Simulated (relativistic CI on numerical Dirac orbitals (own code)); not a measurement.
Method of calculation: Dirac-Coulomb-Breit CI, orbitals from a KLI potential per configuration, a model potential for QED, unscaled Slater integrals (own radial code, finite nucleus).

CI space (outside the closed core [Ne]): 3s2.3p4, 3s.3p5, 3s2.3p3.3d, 3p6, 3s.3p4.3d, 3p5.3d, 3s.3p3.3d2, 3s2.3p2.3d.4p, 3s2.3p3.4s, 3p5.4s, 3p5.4p, 3s.3p3.3d.4s, 3s2.3p3.4p, 3s2.3p3.4d, 3s.3p4.4s, 3s2.3p3.4f, 3s.3p4.4p, 3p4.3d.4p, 3s.3p4.4d, 3s.3p4.4f, 3s2.3p3.5s, 3s2.3p3.5p, 3s2.3p3.5d, 3s2.3p2.4s.4p, 3s2.3p3.5f, 3s2.3p3.5g, 3s.3p3.4s2, 3s.3p4.5s, 3s.3p4.5p, 3s2.3p2.3d2, 3s2.3p.3d3, 3s.3p2.3d3, 3s2.3p.3d2.4s, 3s2.3p.3d2.4p, 3s2.3p.3d2.4d, 3p4.3d2, 3p3.3d3, 3p3.3d2.4s, 3p3.3d2.4p, 3p3.3d2.4d, 3s2.3p2.3d.4s, 3s.3p2.3d2.4s, 3s2.3p.3d.4s2, 3s2.3p.3d.4s.4p, 3s2.3p.3d.4s.4d, 3p4.3d.4s, 3p3.3d.4s2, 3p3.3d.4s.4p, 3p3.3d.4s.4d, 3s2.3p2.4s2, 3s.3p2.3d.4s2, 3s2.3p.4s2.4p, 3s2.3p.4s2.4d, 3s2.3p2.4p2, 3s2.3p.3d.4p2, 3s.3p2.3d.4p2, 3s2.3p.4s.4p2, 3s2.3p.4p3, 3s2.3p.4p2.4d. Double excitations out of closed p, d and f shells are left out; levels of such configurations are missing from the list, as are those of other unlisted configurations, and high levels can miss mixing partners. These lack a partner that the ground configuration has and come out too high: 3s2.3p3.4f, 3s.3p4.4p, 3s.3p4.4d, 3s.3p4.4f, 3s2.3p3.5s.

At this charge energies of transitions that change n are usually good to better than 1 %, and those within a shell (Δn = 0) to a few per cent.

Outline of the computed level scheme of Br XX. Lowest level of each configuration: 3s2.3p4 3P_2 at 0.000 eV; 3s.3p5 3P°_2 at 64.224 eV; 3s2.3p3.3d 5D°_2 at 82.956 eV.

Some strong electric-dipole decays among the lowest 45 levels: 3s2.3p3.3d 3P°_0 → 3s2.3p4 3P_1 (2.5e+11 s⁻¹); 3s2.3p3.3d 3D°_3 → 3s2.3p4 3P_2 (1.9e+11 s⁻¹); 3s2.3p3.3d 3P°_1 → 3s2.3p4 3P_2 (1.9e+11 s⁻¹); 3s2.3p3.3d 3D°_2 → 3s2.3p4 3P_1 (1.6e+11 s⁻¹); 3s2.3p3.3d 1D°_2 → 3s2.3p4 1D_2 (1.5e+11 s⁻¹); 3s2.3p3.3d 3D°_1 → 3s2.3p4 3P_1 (1.4e+11 s⁻¹); 3s2.3p3.3d 3P°_2 → 3s2.3p4 3P_2 (1.1e+11 s⁻¹); 3s2.3p3.3d 3S°_1 → 3s2.3p4 1D_2 (9.6e+10 s⁻¹).

LS names give the leading component of a level, which can be under half, so a name can repeat, a term be missing and a line seem to break the LS rules.
